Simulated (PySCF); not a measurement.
BHN, SMILES [B]=N, multiplicity 2. The structure is a stationary point at PBE0-D3(BJ)/def2-TZVPD. The isomer is the one that the SMILES or the coordinates give; other isomers of the formula were not compared.

Calculation: PBE0-D3(BJ)/def2-TZVPD in PySCF.

Harmonic wavenumbers (cm⁻¹): 476, 476, 1927, 3876. Rotational constants (GHz): 43.72 (linear); symmetry number 1.

Problem. Work out the zero-point energy and the ideal-gas rigid-rotor harmonic-oscillator thermochemistry at 298.15 K and 1 atm.

Solution. ZPE = ½ Σ hcν = ½ × 6754 cm⁻¹ = 40.40 kJ/mol. H − E(el) = 50.35 kJ/mol. Entropy in J/(mol K): translation 149.30, rotation 49.53, vibration 6.05, spin 5.76, total 210.63. G − E(el) = -12.45 kJ/mol. Cp = 40.08 J/(mol K).
